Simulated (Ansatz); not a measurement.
Ideal-gas functions of C2H5AlO, SMILES `O/C=[CH]\[AlH2]` at 298.15 K and 1 bar, from an Ansatz frequency run at PBE0-D4/def2-TZVP.

Molar mass 72.04 g/mol, point group Cs (symmetry number 1), electronic degeneracy 1, moments of inertia 35.156, 143.361, 178.517 u Å². Harmonic wavenumbers (cm⁻¹, unscaled): 162, 221, 263, 470, 572, 589, 673, 724, 790, 801, 1018, 1058, 1220, 1365, 1393, 1633, 1865, 1945, 3152, 3176, 3717.

Use S(trans) = R[1.5 ln M + 2.5 ln T − 1.1517]; rotational temperatures θ = 24.2544 K / I; S(rot) = R[ln(√π/σ · √(T³/θAθBθC)) + 1.5]; for each mode x = 1.438777 ν̃/T, S = R[x/(eˣ − 1) − ln(1 − e⁻ˣ)] and H = RT x/(eˣ − 1); 1 cm⁻¹ = 0.0119627 kJ/mol; R = 8.31446 J/(mol·K).

**Question.** By hand: the entropy, in J/(mol·K).

**Answer.** Translation 162.2. Rotation: θ = 0.6899, 0.1692, 0.1359 K, giving 105.5. Vibration, mode by mode: 10.57, 8.16, 6.87, 3.09, 2.09, 1.96, 1.42, 1.17, 0.90, 0.86, 0.36, 0.31, 0.16, 0.09, 0.08, 0.03, 0.01, 0.01, 0.00, 0.00, 0.00, in all 38.1. Electronic 0.0. Sum 305.8 J/(mol·K).

**Question.** By hand: H − E and G − E in kJ/mol, counted from the electronic energy.

**Answer.** Zero-point energy ½ × 26807 × 0.0119627 = 160.3; thermal vibration 7.1; translation, rotation and pV give 4 RT = 9.9. H − E = 177.3 kJ/mol, and G − E = 177.3 − 298.15 × 305.8/1000 = 86.1 kJ/mol.

Vibration gives 12 % of the entropy. The sum counts one conformer and one mirror image; others add a mixing term.
